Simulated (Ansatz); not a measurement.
Molecule: N-methyl-N-trichlorogermylmethanamine, C2H6Cl3GeN, net charge 0, singlet state. 
Structure (B3LYP-D3(BJ)/def2-TZVP (Ansatz, a first-principles code) minimum search):
```
N
C 1 1.4589
H 2 1.0889 1 110.52
H 2 1.0933 3 107.88 1 118.85
H 2 1.0976 3 108.70 4 117.03
C 1 1.4589 2 113.38 3 178.60
H 6 1.0889 1 110.52 2 -178.60
H 6 1.0933 7 107.88 1 -118.85
H 6 1.0976 7 108.70 8 -117.03
Ge 1 1.8142 2 117.34 3 -39.51
Cl 10 2.1440 1 109.32 2 49.81
Cl 10 2.1440 1 109.32 2 169.81
Cl 10 2.1662 1 113.99 2 -70.19
```

Basis-set convergence of Hartree-Fock and CCSD(T) correlation energies (hartree) with Ansatz. Correlated levels leave the core frozen unless marked. Spin-orbit coupling is left out. The frozen core is the preceding noble-gas configuration, with the filled d and f shells of earlier blocks. No relativistic terms.

| basis | functions | E(HF) | E(corr, CCSD(T)) |
|---|---|---|---|
| def2-SVP | 158 | -3586.88975 | -1.04313 |
| def2-TZVPP | 351 | -3587.77972 | -1.36823 |
| def2-QZVPP | 650 | -3587.86568 | -1.46909 |

Extrapolating the two largest sets (X = 3 and 4) as X^-3: E(corr) = (64·(-1.46909) - 27·(-1.36823))/37 = -1.5427 Eh, an estimate of the basis-set limit. The largest set recovers 95.2 % of it, the smallest 67.6 %.
